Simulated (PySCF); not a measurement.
C2H5O2, SMILES O[CH]CO, multiplicity 2. Atoms are numbered in the order given.

```xyz
9

O      1.4366    -0.0156    -0.3426
C      0.4828    -0.7385     0.3249
C     -0.9055    -0.3213    -0.0185
O     -1.1100     1.0679     0.1342
H      2.3170    -0.2964    -0.0641
H      0.7158    -1.7806     0.5799
H     -1.1501    -0.6387    -1.0627
H     -1.6161    -0.8463     0.6407
H     -0.3430     1.5019    -0.2650
```
Charge 0, spin multiplicity 2.

Coordinates come from a B3LYP-D3(BJ)/def2-SVP optimisation. The isomer is the one that the SMILES or the coordinates give; other isomers of the formula were not compared. Other conformers were not sampled.

These are PySCF with B3LYP-D3(BJ)/def2-SVP values and carry that method's errors.

No scaling factor is applied to the harmonic values.

```tsv
mode	ν (cm⁻¹)	IR (km/mol)	moving atoms (share of kinetic energy)
1	123	4.0	O 52 %, H 31 %, C 17 %
2	280	72.6	H 61 %, O 31 %
3	349	56.8	H 83 %, C 10 %
4	377	118.0	H 68 %, O 24 %
5	483	21.7	H 65 %, C 24 %, O 11 %
6	685	28.5	C 51 %, H 28 %, O 21 %
7	910	24.6	C 43 %, H 40 %, O 17 %
8	989	24.9	H 48 %, C 47 %
9	1082	103.8	C 38 %, O 36 %, H 26 %
10	1162	52.2	H 96 %
11	1206	44.9	H 53 %, C 24 %, O 23 %
12	1285	92.2	H 58 %, C 25 %, O 17 %
13	1346	10.0	H 78 %, C 18 %
14	1409	54.1	H 74 %, C 21 %
15	1451	18.0	H 53 %, C 43 %
16	1468	2.3	H 88 %, C 11 %
17	2867	97.2	H 93 %
18	3076	22.4	H 92 %, C 8 %
19	3132	35.2	H 92 %, C 8 %
20	3801	35.8	H 94 %
21	3841	85.4	H 94 %
```
